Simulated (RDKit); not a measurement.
RDKit input (UFF):

```python
from rdkit import Chem
from rdkit.Chem import AllChem, rdDetermineBonds

mol = Chem.MolFromXYZFile('mol.xyz')
rdDetermineBonds.DetermineBonds(mol, charge=-1)
print('SMILES', Chem.MolToSmiles(Chem.RemoveHs(mol)))
ff = AllChem.UFFGetMoleculeForceField(mol)
e0 = ff.CalcEnergy()
flag = ff.Minimize(maxIts=5000, forceTol=1e-5)
print(f'energy {e0:.4f} -> {ff.CalcEnergy():.4f} kcal/mol, converged: {flag == 0}')
print(Chem.MolToXYZBlock(mol))
```
mol.xyz:
```
10

C     -1.78742300     0.06518500    -0.63289400
N     -0.60420200    -0.68790600    -0.30108000
B      0.65808000    -0.09905000     0.28696600
O      1.43365200    -0.75030000     1.08100700
O      0.89560600     1.26151600    -0.16020100
H     -2.25385000     0.61494200     0.20904500
H     -1.57166900     0.81761400    -1.40363900
H     -2.56746000    -0.57990000    -1.06008000
H     -0.82467500    -1.54950500     0.17633000
H      0.24714300     1.52660400    -0.81800900
```

Output:

```
SMILES CNB([O-])O
energy 46.6094 -> 2.3488 kcal/mol, converged: True
10

C     -1.735584   -0.342940   -0.679467
N     -0.395049   -0.842525   -0.375149
B      0.483589    0.296299    0.149672
O      1.019133    0.242527    1.508000
O      0.858191    1.399491   -0.732362
H     -2.213495    0.104602    0.221556
H     -1.696850    0.407079   -1.499818
H     -2.369796   -1.186675   -1.024646
H     -0.488189   -1.547758    0.391696
H      0.163253    2.089098   -0.582036
```

The dipole moment of an ion depends on the origin.

The geometry given is a B3LYP-D3(BJ)/def2-TZVP minimum.
